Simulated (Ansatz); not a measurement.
`CNB(F)F`, relaxed with RKS PBE0-D4/def2-TZVP in Ansatz from a PBE-D4/def2-SVP geometry. The force threshold is 0.005 eV/Å; the program also tests the step.

Total charge 0; spin multiplicity 1.

Start:

```xyz
9

C     0.101    0.470    1.057
N     0.075    0.371   -0.389
B    -0.167   -0.795   -1.134
F    -0.404   -1.973   -0.532
F    -0.168   -0.767   -2.477
H    -0.681    1.159    1.446
H    -0.086   -0.529    1.493
H     1.083    0.826    1.436
H     0.248    1.238   -0.900
```

```tsv
step	energy (eV)	largest force (eV/Å)	largest move (Å)
1	-8701.3906	0.570	0.000
2	-8701.4214	0.195	0.019
3	-8701.4244	0.016	0.007
4	-8701.4244	0.021	0.002
5	-8701.4245	0.013	0.003
6	-8701.4245	0.001	0.002
```

End:

```xyz
9

C     0.099    0.467    1.055
N     0.071    0.367   -0.385
B    -0.164   -0.787   -1.123
F    -0.394   -1.959   -0.534
F    -0.166   -0.759   -2.455
H    -0.667    1.153    1.427
H    -0.091   -0.515    1.486
H     1.073    0.811    1.416
H     0.239    1.223   -0.887
```

Hardware: 2 threads of a server CPU on a shared host. Wall time 30 s, peak host memory 0.38 GiB.
